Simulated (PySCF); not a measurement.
# Carbon: a sound run and one with changed settings

Sound run: C+ [He] 2s2 2p1, C(2+) [He] 2s2. Computed with PySCF 2.14 in def2-SVP, with the non-relativistic Hamiltonian (point nucleus). In the sound run the correlated levels freeze 1s2. The sound run starts from symmetry-adapted Hartree-Fock orbitals and uses a fine grid where one is needed.

Changed run: basis STO-3G. This setting is unsound on purpose.

```
species   method  sound run (hartree)  changed run (hartree)  converged
     C+      UHF            -37.24419              -36.87037        yes
     C+      PBE            -37.32575              -36.93592        yes
     C+      LDA            -36.99066              -36.60249        yes
     C+      MP2            -37.28599              -36.89090        yes
     C+  CCSD(T)            -37.31159              -36.91145        yes
  C(2+)      UHF            -36.35086              -35.97831        yes
  C(2+)      PBE            -36.40692              -36.01618        yes
  C(2+)      LDA            -36.07592              -35.69002        yes
  C(2+)      MP2            -36.39095              -36.01050        yes
  C(2+)  CCSD(T)            -36.42400              -36.04086        yes
```

Ionisation energy of C+:

| method | sound run (eV) | changed run (eV) |
| --- | --- | --- |
| UHF | 24.309 | 24.274 |
| PBE | 25.002 | 25.027 |
| LDA | 24.891 | 24.830 |
| MP2 | 24.355 | 23.957 |
| SCS-MP2 | 24.309 | 23.893 |
| CCSD | 24.133 | 23.690 |
| CCSD(T) | 24.153 | 23.690 |

A minimal basis cannot let orbitals breathe on ionisation and holds almost no correlation.

For comparison, NIST gives 24.383 eV between the lowest levels.
